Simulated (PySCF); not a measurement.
# Computed records: ClGeH$_{2}$

Computed with PySCF 2.14.0. Calculation on a computer-drawn molecule: vertical ionisation energy to the stated ion spin, frozen-core CCSD(T) at the basis limit and cheaper methods, single-reference cases, UHF for radicals, no spin-orbit; all values are single points at the evaluated structure, the first of each entry, which is the reference or a displaced copy of it and isn't optimised; the reference structure only sets the zero of the energies above reference; triples share is (T) over the correlation energy; on germanium a core potential holds 10 electrons, which the energies leave out, and 3d is frozen in MP2 and coupled-cluster steps.

## ClGeH$_{2}$

Evaluated structure:
```xyz
4
ClGeH2
Cl    -0.6000     3.0228    -2.9077
Ge     0.1018     2.1984    -1.1941
H      1.4279     1.6330    -1.1983
H     -0.8420     2.0451    -0.0552
```

Reference structure:
```xyz
4
ClGeH2
Cl    -0.5377     3.0401    -2.9161
Ge     0.1282     2.1249    -1.2034
H      1.5297     1.5735    -1.2280
H     -0.8322     2.0701    -0.0443
```

It was run with charge 1, multiplicity 1, ion multiplicity 2, diffuse functions no, basis cc-pV(n+d)Z, basis and core potential on germanium cc-pVnZ-PP ECP10MDF, reference is the Hartree-Fock double-zeta minimum, best is HF at quadruple zeta + MP2 correlation extrapolated from triple and quadruple zeta + CCSD(T) minus MP2 at triple zeta and basis step is the size of the change from the same recipe one zeta lower.

It finds ionisation energy best 18.45 eV; ionisation energy basis step 0.06892 eV; energy above reference best 2.137 kcal/mol; energy above reference basis step 0.04475 kcal/mol; ionisation energy Koopmans at triple zeta 18.82 eV; ionisation energy EOM CCSD at triple zeta 18.3 eV; total energy HF triple zeta -753.8064 hartree; total energy CCSD(T) triple zeta -754.1306 hartree; total energy best -754.1804 hartree; T1 diagnostic at triple zeta 0.01328; D1 diagnostic at triple zeta 0.03876; ion T1 diagnostic at triple zeta 0.03053; ion D1 diagnostic at triple zeta 0.133; ion spin squared at triple zeta 0.7626; triples share at triple zeta 0.03779; basis functions triple zeta 106.

Drawn bonds:
| atom | other atom | order |
| --- | --- | --- |
| 1 | 2 | 1 |
| 2 | 3 | 1 |
| 2 | 4 | 1 |

Triple zeta:
| method | ionisation energy (eV) | energy above reference (kcal/mol) |
| --- | --- | --- |
| HF | 17.21 | 1.484 |
| PBE | 17.98 | 2.675 |
| r2SCAN | 18.12 | 1.795 |
| B3LYP | 18.18 | 2.229 |
| wB97X | 18.29 | 1.658 |
| MP2 | 18.44 | 1.862 |
| CCSD | 18.21 | 2.078 |
| CCSD(T) | 18.27 | 2.204 |
